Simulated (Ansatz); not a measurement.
Steps of a relaxation of `N#C[Si](F)(F)C#N` with RKS PBE0-D4/def2-TZVP.

```sh
$ ansatz run in.yaml --threads 4 --pin off --events-out ev --progress --plain --max-ram 10444MiB
```

```yaml
crystal:
  periodic: [false, false, false]
  atoms:
    - {symbol: N, position_ang: [0.571604, -2.149983, 1.606624]}
    - {symbol: C, position_ang: [0.275414, -1.366216, 0.786512]}
    - {symbol: Si, position_ang: [-0.170871, -0.124527, -0.491330]}
    - {symbol: F, position_ang: [-1.716170, -0.312859, -0.901154]}
    - {symbol: F, position_ang: [0.762684, -0.343811, -1.784803]}
    - {symbol: C, position_ang: [0.083277, 1.575157, 0.156760]}
    - {symbol: N, position_ang: [0.255362, 2.654338, 0.581791]}
basis:
  gaussian: {orbitals: def2-TZVP}
hamiltonian: {xc: pbe0, dispersion: d4}
relax: {f_tol: 0.005, max_steps: 150}
```

Positions (Å) and forces (eV/Å) along the path, 5 of 5 steps:

```xyz
7
step=1 energy=-18358.0700 eV
N     0.572   -2.150    1.607   -0.644    1.700   -1.765
C     0.275   -1.366    0.787    0.539   -1.441    1.479
Si   -0.171   -0.125   -0.491   -0.463   -0.329   -1.339
F    -1.716   -0.313   -0.901    1.603    0.199    0.435
F     0.763   -0.344   -1.785   -0.973    0.236    1.348
C     0.083    1.575    0.157    0.313    1.982    0.759
N     0.255    2.654    0.582   -0.376   -2.346   -0.917
7
step=2 energy=-18358.1859 eV
N     0.563   -2.130    1.587    0.023   -0.071    0.083
C     0.274   -1.361    0.783   -0.059    0.172   -0.185
Si   -0.168   -0.124   -0.487   -0.325   -0.223   -0.924
F    -1.695   -0.309   -0.890    0.949    0.118    0.267
F     0.753   -0.339   -1.765   -0.569    0.140    0.811
C     0.083    1.568    0.155   -0.032   -0.238   -0.095
N     0.250    2.626    0.571    0.013    0.102    0.043
7
step=3 energy=-18358.2134 eV
N     0.561   -2.124    1.582    0.013   -0.047    0.054
C     0.272   -1.357    0.776   -0.003    0.041   -0.029
Si   -0.169   -0.125   -0.491   -0.034   -0.022   -0.089
F    -1.672   -0.307   -0.885    0.000    0.005    0.025
F     0.738   -0.336   -1.748    0.014    0.006    0.019
C     0.082    1.561    0.151    0.002   -0.050   -0.007
N     0.249    2.619    0.569    0.007    0.068    0.027
7
step=4 energy=-18358.2136 eV
N     0.561   -2.121    1.585   -0.005    0.004    0.001
C     0.273   -1.355    0.776    0.009   -0.009    0.005
Si   -0.170   -0.126   -0.494   -0.016   -0.009   -0.036
F    -1.673   -0.307   -0.886   -0.004    0.002    0.016
F     0.738   -0.336   -1.750    0.012    0.003    0.009
C     0.082    1.559    0.152    0.007    0.011    0.004
N     0.250    2.617    0.572   -0.003   -0.003    0.001
7
step=5 energy=-18358.2137 eV
N     0.559   -2.117    1.587    0.001   -0.002    0.002
C     0.274   -1.355    0.774   -0.001    0.000    0.001
Si   -0.170   -0.126   -0.497    0.001   -0.001   -0.002
F    -1.674   -0.307   -0.883    0.000    0.001    0.000
F     0.739   -0.335   -1.752   -0.001    0.000   -0.001
C     0.084    1.558    0.151   -0.001    0.000    0.000
N     0.249    2.615    0.575    0.000    0.003    0.001
```

Run time 92 s (4 threads of an Intel Xeon on a shared host); peak host memory 0.6 GiB.
